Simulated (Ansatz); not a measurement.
A nudged elastic band was laid between two geometries of CH₅BCl₂O (10 atoms, charge 0, multiplicity 1).

Computed with Ansatz, RKS PBE0-D4/def2-SVP.

- movable images: 9
- climbing image: yes
- spring: 5.0 eV/Å²
- optimiser: quadratic models (default)
- start path: straight line
- force threshold: 0.03 eV/Å
- iteration limit: 60
- end points: relaxed

Initial state:

```xyz
10
Properties=species:S:1:pos:R:3
B -0.114 -0.146 0.194
Cl 0.388 0.629 1.766
H 0.690 -0.074 -0.704
Cl -1.830 0.251 -0.306
O -0.120 -1.708 0.612
C -0.658 -2.690 -0.283
H -0.494 -3.683 0.154
H -1.722 -2.493 -0.470
H -0.093 -2.594 -1.217
H -0.489 -1.765 1.509
```

Final state:

```xyz
10
Properties=species:S:1:pos:R:3
B 0.443 -0.841 -0.997
Cl -0.375 -0.326 3.095
H 1.244 0.050 -0.908
Cl 0.163 -1.627 -2.547
O -0.229 -1.220 0.102
C -1.202 -2.252 0.152
H -0.748 -3.223 -0.097
H -1.591 -2.277 1.178
H -2.022 -2.049 -0.554
H -0.126 -0.508 1.832
```

Task: Which bonds break or form, and what moves?

Result: Bonds broken: B1–Cl2, O5–H10. Bonds formed: Cl2–H10. CH5BCl2O becomes CH4BClO + ClH.

Task: Give the energies along the band, and the barrier.

Result: The run converged. The highest image is number 3 of 0 to 10, 0.78 eV above the first end and 0.83 eV above the last; the last end lies 0.05 eV below the first. Another band between the same ends (9 images) ends at a top of the same energy, where a vibrational analysis finds 1 clearly imaginary mode. The orbitals stay closed-shell, which can raise the energy where a bond breaks towards radicals; this wasn't checked here.

```json
{"image": "0", "path coordinate (Å)": "0.00", "energy (eV)": "0.00", "B1–Cl2 (Å)": "1.82", "O5–H10 (Å)": "0.97", "Cl2–H10 (Å)": "2.56"}
{"image": "1", "path coordinate (Å)": "0.86", "energy (eV)": "0.03", "B1–Cl2 (Å)": "1.83", "O5–H10 (Å)": "0.97", "Cl2–H10 (Å)": "2.38"}
{"image": "2", "path coordinate (Å)": "1.72", "energy (eV)": "0.07", "B1–Cl2 (Å)": "1.85", "O5–H10 (Å)": "0.97", "Cl2–H10 (Å)": "2.29"}
{"image": "3", "path coordinate (Å)": "2.57", "energy (eV)": "0.78", "B1–Cl2 (Å)": "2.28", "O5–H10 (Å)": "1.25", "Cl2–H10 (Å)": "1.52"}
{"image": "4", "path coordinate (Å)": "3.18", "energy (eV)": "0.17", "B1–Cl2 (Å)": "2.84", "O5–H10 (Å)": "1.78", "Cl2–H10 (Å)": "1.31"}
{"image": "5", "path coordinate (Å)": "3.78", "energy (eV)": "0.01", "B1–Cl2 (Å)": "3.35", "O5–H10 (Å)": "2.01", "Cl2–H10 (Å)": "1.29"}
{"image": "6", "path coordinate (Å)": "4.39", "energy (eV)": "-0.01", "B1–Cl2 (Å)": "3.61", "O5–H10 (Å)": "1.96", "Cl2–H10 (Å)": "1.30"}
{"image": "7", "path coordinate (Å)": "4.99", "energy (eV)": "-0.03", "B1–Cl2 (Å)": "3.83", "O5–H10 (Å)": "1.91", "Cl2–H10 (Å)": "1.30"}
{"image": "8", "path coordinate (Å)": "5.60", "energy (eV)": "-0.04", "B1–Cl2 (Å)": "4.02", "O5–H10 (Å)": "1.88", "Cl2–H10 (Å)": "1.30"}
{"image": "9", "path coordinate (Å)": "6.20", "energy (eV)": "-0.04", "B1–Cl2 (Å)": "4.16", "O5–H10 (Å)": "1.88", "Cl2–H10 (Å)": "1.30"}
{"image": "10", "path coordinate (Å)": "6.81", "energy (eV)": "-0.05", "B1–Cl2 (Å)": "4.21", "O5–H10 (Å)": "1.87", "Cl2–H10 (Å)": "1.30"}
```

Task: What is the geometry of the highest image?

Result: 
```xyz
10
Properties=species:S:1:pos:R:3:forces:R:3
B 0.050 -0.303 -0.157 0.00 0.00 0.00
Cl -0.354 0.018 2.066 0.00 0.00 0.00
H 1.086 0.288 -0.262 0.00 0.00 0.00
Cl -1.335 0.165 -1.145 0.00 0.00 0.00
O 0.162 -1.717 0.212 0.00 0.00 0.00
C -0.835 -2.673 -0.141 0.00 0.00 0.00
H -0.490 -3.650 0.221 0.00 0.00 0.00
H -1.802 -2.419 0.319 0.00 0.00 0.00
H -0.949 -2.698 -1.232 0.00 0.00 0.00
H 0.024 -1.284 1.375 0.00 0.00 0.00
```

Run time: 5.5 min on 2 threads of Intel(R) Xeon(R) 6975P-C (Granite Rapids), on a shared host, peak memory 0.27 GiB.
